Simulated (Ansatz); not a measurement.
What each rung costs, and what it gives

Saddle point of MgH₃ClO₃, closed shell (MgH₃ClO₃ ([OH][OH][Mg]([OH])[Cl]) → MgH₃ClO₃ ([OH2][Mg]1([Cl])[O][OH]1); bonds formed: Mg1–O5, O2–H4; bonds broken: H4–O5; bonds weakened to dative contacts: Mg1–O2), PBE0-D4/def2-TZVP structure:

Mg1  (-0.651, 0.168, -0.706)
O2  (1.187, -0.239, -0.987)
Cl3  (-2.630, 0.585, -1.546)
H4  (1.149, 0.201, 0.201)
O5  (0.485, 0.712, 1.018)
O6  (-0.399, -0.421, 1.280)
H7  (1.791, -0.920, -1.272)
H8  (-0.932, -0.086, 2.011)
(Å)

Barriers are electronic and count from the start structure reached by relaxing down the imaginary mode.

Ansatz 0.2.0; basis: as named in each row; cores frozen in the correlated methods. The outer core shell of Li, Na, Mg and K is correlated. The def2 sets are not built for correlating such inner shells, so the correlated values are less sure here. B3LYP uses VWN-RPA correlation. Extrapolation: Hartree–Fock as exp(−7.88 √X), correlation as X^−2.97.

Times are rough, for one single point on 4 threads of a shared host (Oxide Virtual Turin-like).

The estimate by CCSD(T) at an estimated basis limit (MP2 extrapolated from triple and quadruple zeta, plus CCSD(T) − MP2 in triple zeta) is 0.198 eV.

```
      method       basis  time (s)  barrier (eV)  method less estimate
          HF      STO-3G   under 1         0.104                -0.094
      PBE-D4      STO-3G   under 1        -0.708                -0.906
       SPW92    def2-SVP   under 1        -0.049                -0.247
      PBE-D4    def2-SVP   under 1         0.041                -0.157
    B3LYP-D4       6-31G         1         0.158                -0.040
     PBE0-D4    def2-SVP         1         0.144                -0.054
       SPW92  def2-TZVPP         1         0.030                -0.168
      PBE-D4  def2-TZVPP         2         0.111                -0.087
     BLYP-D4  def2-TZVPP         2         0.178                -0.020
    BHLYP-D4  def2-TZVPP         3         0.314                 0.116
     PBE0-D4  def2-TZVPP         3         0.185                -0.013
    B3LYP-D4  def2-TZVPP         3         0.229                 0.031
  r2SCAN0-D4  def2-TZVPP         4         0.184                -0.014
   r2SCAN-D4  def2-TZVPP         4         0.117                -0.081
CAM-B3LYP-D4  def2-TZVPP         4         0.234                 0.036
      B2PLYP  def2-TZVPP         4         0.215                 0.017
     wB97M-V    def2-SVP         5         0.173                -0.024
     CCSD(T)    def2-SVP         5         0.167                -0.031
    PBE-QIDH  def2-TZVPP         6         0.205                 0.007
  RPA on PBE  def2-TZVPP         6         0.166                -0.032
      B97M-V  def2-TZVPP         6         0.213                 0.015
     wB97X-V  def2-TZVPP         6         0.218                 0.020
     wB97M-V  def2-TZVPP         6         0.222                 0.024
         MP2  def2-QZVPP        17         0.172                -0.026
     CCSD(T)  def2-TZVPP       140         0.196                -0.002
```

All methods are single points on the PBE0-D4 structures; a negative value means that the method puts the saddle structure below the start.

T1 diagnostic: at most 0.012.

Labels in which every atom is bracketed show which atoms are joined, not bond orders.
